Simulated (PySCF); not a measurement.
Isomers of C7H6Cl2, one GFN2-xTB conformer each. Single-point energies are computed at PBE0/def2-SVPD (PySCF, gas phase, no added dispersion term), electronic only.

```
              SMILES  GFN2-xTB relative energy (kcal/mol)
  ClC(Cl)C=C1C=CC=C1                                  0.0
C=C1C=C(C(Cl)Cl)C1=C                                 26.3
```

Conformers: `[Cl:1][CH:2]([Cl:3])[CH:4]=[C:5]1[CH:6]=[CH:7][CH:8]=[CH:9]1` with Cl1–C2–C4–C5 -120°; `[CH2:1]=[C:2]1[CH:3]=[C:4]([CH:5]([Cl:6])[Cl:7])[C:8]1=[CH2:9]` with C3–C4–C5–Cl6 105°.

Q: What does PBE0/def2-SVPD give for the same structures?

A: 
```csv
SMILES,PBE0/def2-SVPD E (Eh),PBE0/def2-SVPD (kcal/mol),GFN2-xTB (kcal/mol),point group
ClC(Cl)C=C1C=CC=C1,-1189.61755,0.0,0.0,Cs
C=C1C=C(C(Cl)Cl)C1=C,-1189.57105,29.2,26.3,C1
```

Both levels put the same isomer lowest. As drawn, the higher has a four-membered ring, which the lower lacks.

Q: Which frontier levels, dipoles and rotational constants go with these structures?

A: 
| SMILES | HOMO (eV, PBE0/def2-SVPD) | LUMO (eV) | dipole (D) | A, B, C (MHz) |
| --- | --- | --- | --- | --- |
| ClC(Cl)C=C1C=CC=C1 | -6.79 | -2.55 | 1.79 | 2326, 588.6, 538.4 |
| C=C1C=C(C(Cl)Cl)C1=C | -7.11 | -1.71 | 1.72 | 1906, 764.6, 609.1 |
